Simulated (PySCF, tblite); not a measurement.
Isomers of C4H7FO3S, one GFN2-xTB conformer each. Single-point energies are computed at PBE0/pcSseg-1 (PySCF, gas phase, no added dispersion term), electronic only.

**Question.** Rank them by PBE0/pcSseg-1 energy, lowest first (kcal/mol).
A. `[CH3:1][C@@H:2]1[C@@H:3]([F:4])[CH2:5][O:6][S:7]1(=[O:8])=[O:9]` with C1–C2–C3–F4 113°, C2–C3–C5–O6 -20°, C3–C5–O6–S7 44°, C5–O6–S7–O8 68°
B. `[CH3:1][C:2]([CH3:3])=[C:4]([F:5])[S:6](=[O:7])(=[O:8])[OH:9]` with C2–C4–S6–O7 43°, C4–S6–O9–H -106°

**Answer.** A (0.0), B (15.1).

As drawn, the higher has an O–H bond and a C=C bond outside aromatic rings, which the lower lacks. GFN2-xTB itself gives, in the same order: 0.0, 24.0. Both levels put the same isomer lowest.

**Question.** Which frontier levels, dipoles and rotational constants go with these structures?

**Answer.** 
| SMILES | HOMO (eV, PBE0/pcSseg-1) | LUMO (eV) | dipole (D) | A, B, C (MHz) |
| --- | --- | --- | --- | --- |
| C[C@@H]1[C@@H](F)COS1(=O)=O | -9.04 | 0.97 | 4.11 | 2205, 1323, 1072 |
| CC(C)=C(F)S(=O)(=O)O | -7.84 | -0.83 | 4.18 | 2264, 1144, 911.9 |

**Question.** What happens when harmonic zero-point energies from GFN2-xTB frequencies are added?

**Answer.** 
| SMILES | ZPE (kcal/mol) | electronic (kcal/mol) | with ZPE (kcal/mol) |
| --- | --- | --- | --- |
| C[C@@H]1[C@@H](F)COS1(=O)=O | 72.3 | 0.0 | 0.0 |
| CC(C)=C(F)S(=O)(=O)O | 69.7 | 15.1 | 12.5 |

The zero-point energies span 2.6 kcal/mol. The order is unchanged.
